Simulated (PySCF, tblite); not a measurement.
Compound: C9H11O (charge -1).
SMILES: `CCCC1=CC=CC([O-])=C1`

Jobs on this species (21 atoms, 74 electrons) with PySCF (density fitting) and tblite. Hardware of each: an Arm Neoverse V2 with one thread, no GPU, shared host. The host was shared with other jobs, so the times are rough.

| level and settings | work | basis functions | SCF cycles | wall time |
| --- | --- | --- | --- | --- |
| GFN2-xTB | Hessian by finite differences | – | – | 0.68 s |
| PBE0/pcSseg-1 | shieldings, ring-centre shieldings, charges and field gradients | 225 | ? | ? |
| GFN2-xTB | L-BFGS relaxation | – | – | 0.6 s |

Q: Fill in the missing figures.

A: 
- PBE0/pcSseg-1; shieldings, ring-centre shieldings, charges and field gradients: 38 s, 16 SCF cycles

Q: What do all jobs in the table cost together?

A: About 39 s; the longest takes about 97 % of that, and about 63 times as long as the shortest.

***

Species: C₅H₁₃AlF₃P.
SMILES: `C[P+](C)([AlH3-])CCC(F)(F)F`

Jobs on this species (23 atoms, 98 electrons) with PySCF (density fitting) and tblite. Hardware of each: Arm Neoverse N1, one thread, shared host. Times come from a shared host and carry two figures at best.

| level and settings | work | basis functions | SCF cycles | wall time |
| --- | --- | --- | --- | --- |
| GFN2-xTB | L-BFGS relaxation | – | – | ? |
| GFN2-xTB | Hessian by finite differences | – | – | 2.2 s |
| PBE0/pcSseg-1 | shieldings, charges and field gradients | 249 | 14 | 1.9 min |

Q: Fill in the missing figures.

A: 
- GFN2-xTB; L-BFGS relaxation: 3.5 s

Q: What do all jobs in the table cost together?

A: About 2.0 min; the longest takes about 95 % of that, and about 52 times as long as the shortest.
